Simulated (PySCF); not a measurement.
ClCu (SMILES [Cl][Cu]), singlet, geometry from GFN2-xTB (such geometries of metal compounds can be far from the true shape). Base run: HF/def2-SVP, TDA in PySCF.

The PySCF input:
```python
from pyscf import gto, scf, tdscf

mol = gto.M(
    atom='''
Cu   -0.00000000   -0.00000000   -0.75781345
Cl    0.00000000    0.00000000    1.29274059
''',
    basis='def2-svp',
    verbose=3,
)

mf = scf.RHF(mol)
mf.kernel()
td = mf.TDA()
td.nstates = 5
td.kernel()
td.analyze()
```

Variants of this job, named by their change:

| change | first excitation (eV) | oscillator strength of the first | second (eV) | core-seconds (rough) |
|---|---|---|---|---|
| base | 4.22 | 0.016 | 4.41 | 2 |
| nstates = 2 | 4.41 | 0.017 | 4.41 | 2 |
| basis = def2-TZVPD | 4.35 | 0.011 | 4.66 | 40 |
| functional = wb97x | ? | ? | ? | 20 |
| basis = def2-SVPD | 4.33 | 0.012 | 4.61 | 7 |
| states = triplets | ? | - | ? | 2 |
| functional = m062x | ? | 0.012 | ? | 30 |
| conv_tol = 1e-3 | 4.22 | 0.016 | 4.41 | 2 |
| basis = 6-31G | 2.56 | 0.005 | 2.81 | 2 |
| functional = b3lyp | 2.36 | 0.007 | 2.36 | 10 |
| response = full linear response | 4.15 | 0.014 | 4.38 | 6 |

**Question.** Complete the blanks.

**Answer.** 
- functional = wb97x, first excitation (eV): 2.69
- functional = wb97x, oscillator strength of the first: 0.008
- functional = wb97x, second (eV): 2.69
- states = triplets, first excitation (eV): 3.41
- states = triplets, second (eV): 3.96
- functional = m062x, first excitation (eV): 3.04
- functional = m062x, second (eV): 3.04

An iterative solver can miss low states, so a row lists the states that it found.
